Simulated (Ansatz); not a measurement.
`CBC=O` → `BC1CO1`  (isomerisation)

Gas-phase electronic energies from Ansatz, PBE0-D4/def2-TZVP geometries. CCSD(T)/CBS is the MP2 limit (def2-TZVPP, def2-QZVPP) plus CCSD(T) − MP2 in def2-TZVPP, frozen cores. DFT in def2-TZVPP. One conformer a species, not always the lowest.

`CBC=O`:

Z-matrix (Å, degrees):
```
C
B 1 1.550
H 1 1.103 2 105.1
H 1 1.091 2 114.7 3 117.0
H 1 1.092 2 113.6 3 -115.0
C 2 1.573 1 121.7 3 -98.2
H 2 1.199 1 121.5 3 82.8
O 6 1.214 2 116.5 1 -86.3
H 6 1.117 2 124.0 1 94.7
```

`BC1CO1`:

```xyz
9

B    -0.618   -0.226    1.210
C     0.057    0.606    0.118
C     0.488   -0.202   -1.064
O    -0.561    0.701   -1.177
H    -1.551   -0.917    0.927
H    -0.165   -0.237    2.317
H     0.707    1.450    0.338
H     0.218   -1.254   -1.133
H     1.427    0.078   -1.536
```

```tsv
level	ΔE (eV)
BHLYP-D4	1.19
CCSD/def2-TZVPP	1.14
```

Task: What does CCSD(T)/CBS give? (An estimate is asked.)

Result: Computed: +1.12 eV. The listed levels differ from it by 0.07, 0.02 eV.

Largest T1 diagnostic among the species: 0.016.

From r2SCAN to r2SCAN0 (25 % exact exchange), in def2-TZVPP and without D4, ΔE moves by −0.05 eV. In def2-TZVPP, CCSD(T) changes the Hartree–Fock value by −0.17 eV (the triples alone add −0.01 eV) and MP2 by −0.24 eV. At CCSD(T), def2-SVP lies +0.13 eV from the extrapolated value and def2-TZVPP +0.00 eV.
